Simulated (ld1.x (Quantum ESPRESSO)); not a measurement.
**Scattering properties, PAW potential for Tm (Z = 69)**

ld1.x (Quantum ESPRESSO) 7.5 input, shortened:

```
&input
   title='Tm', zed=69., rel=1, dft='BP', iswitch=3,
   config='[Xe] 4f13 5d0 6s2 6p0'
 /
 &inputp
   pseudotype=3, lpaw=.true., tm=.true., lloc=-1, rcloc=0.90,
   nlcc=.true., new_core_ps=.true., rcore=0.45,
   which_augfun='PSQ', rmatch_augfun_nc=.true.
 /
8
5S  1  0   2.00   0.00  1.60  1.65  0.0
6S  2  0   2.00   0.00  1.60  1.65  0.0
5P  2  1   6.00   0.00  1.95  2.20  0.0
6P  3  1   0.00   0.00  1.95  2.20  0.0
5D  3  2   0.00   0.00  2.65  3.70  0.0
5D  3  2   0.00   1.65  2.65  3.70  0.0
4F  4  3  13.00   0.00  0.75  0.80  0.0
4F  4  3   0.00   1.85  0.75  0.80  0.0
 &test
   configts(1)='4f13 5s2 5p6 5d0 6s2 6p0'
 /
```

The phase is arctan(r·u′/u) with u = r·R(r), unwrapped; energies in Ry, scanned from -6 to 5 Ry. A pole is an energy at which the radial function vanishes at the test radius. The pseudo phase is shifted by a multiple of π to meet the all-electron one at the reference energy, and phase errors are pseudo minus all-electron; the curves can meet again beyond the range given. Levels narrower than the energy grid can be missing from the lists of poles. n/a: not evaluated, since a narrow level or a reset projector energy made the automatic matching unsafe.

**Question.** For each channel, where are the poles, and over which energies does the pseudopotential scatter like the atom?

**Answer.**

| channel | radius (bohr) | reference energy (Ry) | poles, all-electron | poles, pseudo | unbroken range about the reference energy with phases within 0.05 rad | phase error 1 Ry above the reference energy (rad) |
| --- | --- | --- | --- | --- | --- | --- |
| s | 3.99 | -0.30 | 0.39, 4.00 | 0.39, 3.98 | n/a | n/a |
| p | 3.99 | -0.09 | -1.98, 1.14 | -1.98, 1.22 | below 1.9 | +0.011 |
| d | 3.99 | -0.07 | 0.20, 2.63 | 0.20, 1.97, 2.77 | below 1.0 | -0.035 |
| f | 3.99 | -0.24 | 1.94, 4.96 | 1.94, 4.96 | not even at the reference energy | -0.000 |

Note: ghost state, extra bound levels that the all-electron valence spectrum of the same l lacks: s at -1100.3 eV (p not tested). A true bound ghost makes a file unfit for plane-wave use. Its overlap operator is not positive definite in a basis up to 400 Ry (lowest eigenvalue p -0.40), so the file is unfit for use: the generalised eigenproblem breaks down once the basis is large enough, and its test numbers describe a broken file.

Phases in the f channel:

```json
{"E (Ry)": "-6.00", "all-electron": "1.472", "pseudo": "1.472"}
{"E (Ry)": "-5.48", "all-electron": "1.467", "pseudo": "1.467"}
{"E (Ry)": "-4.96", "all-electron": "1.462", "pseudo": "1.462"}
{"E (Ry)": "-4.44", "all-electron": "1.457", "pseudo": "1.457"}
{"E (Ry)": "-3.92", "all-electron": "1.450", "pseudo": "1.450"}
{"E (Ry)": "-3.40", "all-electron": "1.442", "pseudo": "1.442"}
{"E (Ry)": "-2.88", "all-electron": "1.433", "pseudo": "1.433"}
{"E (Ry)": "-2.36", "all-electron": "1.420", "pseudo": "1.420"}
{"E (Ry)": "-1.84", "all-electron": "1.404", "pseudo": "1.404"}
{"E (Ry)": "-1.32", "all-electron": "1.381", "pseudo": "1.381"}
{"E (Ry)": "-0.80", "all-electron": "1.346", "pseudo": "1.346"}
{"E (Ry)": "-0.28", "all-electron": "1.246", "pseudo": "1.246"}
{"E (Ry)": "0.24", "all-electron": "1.153", "pseudo": "1.153"}
{"E (Ry)": "0.76", "all-electron": "0.418", "pseudo": "0.418"}
{"E (Ry)": "1.28", "all-electron": "-1.250", "pseudo": "-1.250"}
{"E (Ry)": "1.80", "all-electron": "-1.531", "pseudo": "-1.531"}
{"E (Ry)": "2.32", "all-electron": "-1.663", "pseudo": "-1.663"}
{"E (Ry)": "2.84", "all-electron": "-1.870", "pseudo": "-1.870"}
{"E (Ry)": "3.36", "all-electron": "-3.696", "pseudo": "-3.697"}
{"E (Ry)": "3.88", "all-electron": "-4.522", "pseudo": "-4.522"}
{"E (Ry)": "4.40", "all-electron": "-4.647", "pseudo": "-4.647"}
{"E (Ry)": "4.92", "all-electron": "-4.708", "pseudo": "-4.708"}
```
